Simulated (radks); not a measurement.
Charge is removed step by step from the 1s level of Be2+, starting from [He]. Calculated with a radial shooting solver on a logarithmic mesh with Libxc functionals: scalar-relativistic Kohn-Sham, PBE, spin-unpolarised, spherical densities, point nucleus.

| removed (e) | E - E(0) (eV) | eigenvalue (eV) | E minus straight line (eV) |
|---|---|---|---|
| 0 | 0.000 | -132.28 | 0.000 |
| 0.25 | 34.689 | -145.29 | -5.005 |
| 0.5 | 72.670 | -158.61 | -6.718 |
| 0.75 | 114.01 | -172.18 | -5.068 |
| 1 | 158.78 | -185.92 | 0.000 |

Removing the whole electron costs 158.78 eV by Delta-SCF, against 132.28 eV from minus the eigenvalue at the starting occupation. Slater's transition state (half an electron removed) gives 158.61 eV. Integrating minus the eigenvalue over the occupation (Janak's theorem) gives 158.78 eV. In this scalar-relativistic scheme the density is built from large components alone, so the theorem holds only approximately. The mean slope of the eigenvalue, de/dn, is 53.6 eV per electron. Ionisation energy of Be2+ in the NIST Atomic Spectra Database: 153.90 eV (theoretical).

Beside tabulated values, note that spin-unpolarised runs miss the spin-polarisation part of the exchange energy of open shells.
